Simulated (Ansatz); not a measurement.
Geometry optimisation, RHF/def2-SVP (Ansatz).

Input:

```yaml
crystal:
  periodic: [false, false, false]
  atoms:
    - { symbol: Al, position_ang: [0.0, 0.0, 0.0] }
    - { symbol: F, position_ang: [0.0, 0.0, 2.04] }
    - { symbol: F, position_ang: [1.4635, 0.0, -0.845] }
    - { symbol: "N", position_ang: [-1.6627, 0.0, -0.96] }
    - { symbol: H, position_ang: [-2.3316, -0.8164, -0.8614] }
    - { symbol: H, position_ang: [-1.9118, 0.8164, -1.5886] }
    - { symbol: Cl, position_ang: [-0.3164, 2.38, 0.7978] }
    - { symbol: H, position_ang: [-0.1586, 1.1928, 1.9224] }
basis:
  gaussian: { orbitals: def2-SVP }
hamiltonian:
  xc: hf
relax:
  f_tol: 0.15
  max_steps: 25
  restrain:
    - { distance: [0, 6], at: 3.43, k: 30.0 }
    - { distance: [7, 1], at: 2.12, k: 30.0 }
    - { distance: [0, 1], at: 1.69, k: 30.0 }
    - { distance: [7, 6], at: 1.37, k: 30.0 }
output:
  orbitals: {}
```

Command:

```bash
$ ansatz run input.yaml --threads 1 --pin off --max-ram 2048MiB --backend cpu --events-out ev --progress --plain --runs-dir out
```

Question: Where does it end, and by what steps?

Answer: The run converged. The restraints hold the end off the free minimum; the threshold counts their pulls, which the force column leaves out. Restrained pairs: Al1–Cl7 (2.53 → 3.43 Å), F2–H8 (1.21 → 2.12 Å), Al1–F2 (2.04 → 1.67 Å), Cl7–H8 (1.64 → 1.32 Å). After 11 steps the energy has fallen by 2.241 eV (the restraints' own energy left out); H6 moved furthest, 1.11 Å.

```tsv
step	energy less start (eV)	largest force component (eV/Å)	accepted
0	0.0000	2.636	yes
1	-0.1678	3.548	yes
2	-0.9928	3.283	yes
3	-1.6742	2.128	yes
4	-1.9359	1.750	yes
5	-2.0298	1.611	yes
6	-2.1110	1.494	yes
7	-2.1757	1.416	yes
8	-2.2243	1.314	yes
9	-2.2115	1.410	no
10	-2.2327	1.310	yes
11	-2.2414	1.293	yes
```

```xyz
8
Properties=species:S:1:pos:R:3
Al -0.132 -0.080 -0.158
F -0.107 -0.243 1.506
F 1.317 0.120 -0.902
N -1.616 -0.254 -1.054
H -2.523 -0.426 -0.664
H -1.682 -0.163 -2.050
Cl -0.123 2.876 1.574
H -0.052 1.742 2.252
```

Run time: 21 s on 1 thread of Arm Neoverse V2 (shared host), peak memory 0.17 GiB.
